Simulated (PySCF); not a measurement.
arsenic trifluoride (AsF₃), singlet, at a GFN2-xTB geometry; DF-M062X/def2-TZVPD in PySCF.

Here is a job for PySCF.
```python
from pyscf import gto, scf, dft
import numpy

mol = gto.Mole()
mol.atom = '''
    F    -0.84302752   -1.17072944   -0.50769894
    As    0.01319427   -0.00551619    0.42391172
    F     1.41634737   -0.12051314   -0.56435604
    F    -0.62169883    1.31146860   -0.48228800
'''
mol.basis = 'def2-tzvpd'
mol.verbose = 4
mol.build()
print('smallest overlap eigenvalue', numpy.linalg.eigvalsh(mol.intor('int1e_ovlp'))[0])

mf = dft.RKS(mol)
mf.xc = 'm062x'
mf = mf.density_fit(auxbasis='def2-universal-jkfit')
mf = scf.addons.remove_linear_dep_(mf, threshold=1e-2, lindep=1e-2)
mf.kernel()
mf.analyze()
```

**Question.** What does PySCF print? Leave out banner, timings and long lists.

**Answer.** 
```
PySCF version 2.14.0

[INPUT] verbose = 4
[INPUT] num. atoms = 4
[INPUT] num. electrons = 60
[INPUT] charge = 0
[INPUT] spin (= nelec alpha-beta = 2S) = 0
[INPUT] symmetry False subgroup None
[INPUT] Mole.unit = angstrom
[INPUT] Symbol           X                Y                Z      unit          X                Y                Z       unit  Magmom
[...]
nuclear repulsion = 325.70804434406
number of shells = 60
number of NR pGTOs = 274
number of NR cGTOs = 174
basis = def2-tzvpd
ecp = {}
input.py:19: DeprecationWarning: remove_linear_dep_ is deprecated and will be removed in a future release. Linear dependency handling is now built into the SCF procedure by default. Linear dependency removal can be controlled using the following settings:
  pyscf.scf.hf.remove_overlap_zero_eigenvalue = True
  pyscf.scf.hf.overlap_zero_eigenvalue_threshold = 1e-6

  mf = scf.addons.remove_linear_dep_(mf, threshold=1e-2, lindep=1e-2)
smallest overlap eigenvalue 0.0007952354836740183
Applying remove_linear_dep_ on SCF object.
Using canonical orthogonalization with threshold 0.01

******** <class 'pyscf.df.df_jk.DFRKS'> ********
method = DFRKS
initial guess = minao
damping factor = 0
level_shift factor = 0
DIIS = <class 'pyscf.scf.diis.CDIIS'>
diis_start_cycle = 1
diis_space = 8
diis_damp = 0
SCF conv_tol = 1e-09
SCF conv_tol_grad = None
SCF max_cycles = 50
direct_scf = False
XC library pyscf.dft.libxc version 7.1.2
    S. Lehtola, C. Steigemann, M. J. T. Oliveira, and M. A. L. Marques,  SoftwareX 7, 1–5 (2018)
XC functionals = m062x
    Y. Zhao and D. G. Truhlar,  Theor. Chem. Acc. 120, 215 (2008)
    Y. Zhao and D. G. Truhlar,  Theor. Chem. Acc. 120, 215 (2008)
radial grids:
    Treutler-Ahlrichs [JCP 102, 346 (1995); DOI:10.1063/1.469408] (M4) radial grids

becke partition: Becke, JCP 88, 2547 (1988); DOI:10.1063/1.454033
pruning grids: <function nwchem_prune>
grids dens level: 3
symmetrized grids: False
atomic radii adjust function: <function treutler_atomic_radii_adjust>
small_rho_cutoff = 0
Set gradient conv threshold to 3.16228e-05
Initial guess from minao.
tot grids = 63216
******** <class 'pyscf.df.df.DF'> ********
auxbasis = def2-universal-jkfit
init E= -2534.94929177263
[...]
cycle= 1 E= -2535.4141374112  delta_E= -0.465  |g|= 0.87  |ddm|= 1.97
[...]
cycle= 2 E= -2535.34821882612  delta_E= 0.0659  |g|= 1.17  |ddm|= 0.92
[...]
cycle= 3 E= -2535.53913682102  delta_E= -0.191  |g|= 0.0446  |ddm|= 0.457
[...]
cycle= 4 E= -2535.53947129864  delta_E= -0.000334  |g|= 0.0212  |ddm|= 0.0466
[...]
cycle= 5 E= -2535.53952913069  delta_E= -5.78e-05  |g|= 0.00629  |ddm|= 0.0115
[...]
cycle= 6 E= -2535.53952931185  delta_E= -1.81e-07  |g|= 0.00446  |ddm|= 0.00406
[...]
cycle= 7 E= -2535.53952581524  delta_E= 3.5e-06  |g|= 0.00619  |ddm|= 0.0034
[...]
cycle= 8 E= -2535.53952643775  delta_E= -6.23e-07  |g|= 0.00614  |ddm|= 0.000817
[...]
cycle= 9 E= -2535.53952673191  delta_E= -2.94e-07  |g|= 0.0061  |ddm|= 0.000639
[...]
cycle= 10 E= -2535.53952766168  delta_E= -9.3e-07  |g|= 0.00554  |ddm|= 0.000648
[...]
cycle= 11 E= -2535.539529512  delta_E= -1.85e-06  |g|= 0.00412  |ddm|= 0.00125
[...]
cycle= 12 E= -2535.53952997259  delta_E= -4.61e-07  |g|= 0.00399  |ddm|= 0.00167
[...]
cycle= 13 E= -2535.53953016617  delta_E= -1.94e-07  |g|= 0.00387  |ddm|= 0.000401
[...]
cycle= 14 E= -2535.53952642874  delta_E= 3.74e-06  |g|= 0.00648  |ddm|= 0.00288
[...]
cycle= 15 E= -2535.53952953461  delta_E= -3.11e-06  |g|= 0.00477  |ddm|= 0.00153
[...]
cycle= 16 E= -2535.53952956188  delta_E= -2.73e-08  |g|= 0.00487  |ddm|= 0.000373
[...]
cycle= 17 E= -2535.53952944718  delta_E= 1.15e-07  |g|= 0.005  |ddm|= 0.000666
[...]
cycle= 18 E= -2535.53952892057  delta_E= 5.27e-07  |g|= 0.00463  |ddm|= 0.00222
[...]
cycle= 19 E= -2535.53952891345  delta_E= 7.12e-09  |g|= 0.00472  |ddm|= 0.00142
[...]
cycle= 20 E= -2535.53952852217  delta_E= 3.91e-07  |g|= 0.0039  |ddm|= 0.00201
[...]
cycle= 21 E= -2535.53952905456  delta_E= -5.32e-07  |g|= 0.00274  |ddm|= 0.00176
[...]
cycle= 22 E= -2535.53952929165  delta_E= -2.37e-07  |g|= 0.00353  |ddm|= 0.00111
[...]
cycle= 23 E= -2535.53952820362  delta_E= 1.09e-06  |g|= 0.0053  |ddm|= 0.00349
[...]
cycle= 24 E= -2535.53952777694  delta_E= 4.27e-07  |g|= 0.00546  |ddm|= 0.000291
[...]
cycle= 25 E= -2535.53952754554  delta_E= 2.31e-07  |g|= 0.0055  |ddm|= 0.00078
[...]
cycle= 26 E= -2535.53952731258  delta_E= 2.33e-07  |g|= 0.00568  |ddm|= 0.000766
[...]
cycle= 27 E= -2535.5395259945  delta_E= 1.32e-06  |g|= 0.00621  |ddm|= 0.00167
[...]
cycle= 28 E= -2535.53952732335  delta_E= -1.33e-06  |g|= 0.00581  |ddm|= 0.00156
[...]
cycle= 29 E= -2535.53952708044  delta_E= 2.43e-07  |g|= 0.00601  |ddm|= 0.000489
[...]
cycle= 30 E= -2535.53952854794  delta_E= -1.47e-06  |g|= 0.00449  |ddm|= 0.00272
[...]
cycle= 31 E= -2535.53952847029  delta_E= 7.76e-08  |g|= 0.00468  |ddm|= 0.000475
[...]
cycle= 32 E= -2535.53952836086  delta_E= 1.09e-07  |g|= 0.00513  |ddm|= 0.00281
[...]
cycle= 33 E= -2535.53952944842  delta_E= -1.09e-06  |g|= 0.00455  |ddm|= 0.00099
[...]
cycle= 34 E= -2535.53952897228  delta_E= 4.76e-07  |g|= 0.00507  |ddm|= 0.00172
[...]
cycle= 35 E= -2535.53953001429  delta_E= -1.04e-06  |g|= 0.00389  |ddm|= 0.00188
[...]
cycle= 36 E= -2535.53952731305  delta_E= 2.7e-06  |g|= 0.00514  |ddm|= 0.00215
[...]
cycle= 37 E= -2535.53953028914  delta_E= -2.98e-06  |g|= 0.0029  |ddm|= 0.00186
[...]
cycle= 38 E= -2535.53953052803  delta_E= -2.39e-07  |g|= 0.00276  |ddm|= 0.000733
[...]
cycle= 39 E= -2535.5395310116  delta_E= -4.84e-07  |g|= 0.00311  |ddm|= 0.00307
[...]
cycle= 40 E= -2535.53953095752  delta_E= 5.41e-08  |g|= 0.003  |ddm|= 0.000867
[...]
cycle= 41 E= -2535.53953093537  delta_E= 2.21e-08  |g|= 0.003  |ddm|= 0.000159
[...]
cycle= 42 E= -2535.53952940543  delta_E= 1.53e-06  |g|= 0.00442  |ddm|= 0.00156
[...]
cycle= 43 E= -2535.5395285833  delta_E= 8.22e-07  |g|= 0.00471  |ddm|= 0.00314
[...]
cycle= 44 E= -2535.53952804686  delta_E= 5.36e-07  |g|= 0.00479  |ddm|= 0.00126
[...]
cycle= 45 E= -2535.53952684556  delta_E= 1.2e-06  |g|= 0.00597  |ddm|= 0.00236
[...]
cycle= 46 E= -2535.53952833386  delta_E= -1.49e-06  |g|= 0.00454  |ddm|= 0.00319
[...]
cycle= 47 E= -2535.53952917151  delta_E= -8.38e-07  |g|= 0.00332  |ddm|= 0.00157
[...]
cycle= 48 E= -2535.53952791529  delta_E= 1.26e-06  |g|= 0.00504  |ddm|= 0.00253
[...]
cycle= 49 E= -2535.53952815115  delta_E= -2.36e-07  |g|= 0.00504  |ddm|= 0.000924
[...]
cycle= 50 E= -2535.53952868546  delta_E= -5.34e-07  |g|= 0.00485  |ddm|= 0.000825
SCF not converged.
SCF energy = -2535.53952868546
**** SCF Summaries ****
Total Energy =                       -2535.539528685463210
Nuclear Repulsion Energy =             325.708044344059545
One-electron Energy =                -4180.188090268203268
Two-electron Energy =                 1318.940517238680741
Two-electron Coulomb Energy =         1433.473520401711312
DFT Exchange-Correlation Energy =     -114.533003163030600
HOMO-LUMO gap [eV] =                    10.960433923498737
**** MO energy ****
[...]
 ** Mulliken pop on meta-lowdin orthogonal AOs  **
 ** Mulliken pop  **
 ** Mulliken atomic charges  **
charge of    0F =     -0.50823
charge of    1As =      1.52440
charge of    2F =     -0.50837
charge of    3F =     -0.50780
Dipole moment(X, Y, Z, Debye):  0.08760, -0.03511,  2.87375
```

The run did not converge; its last values are not results.
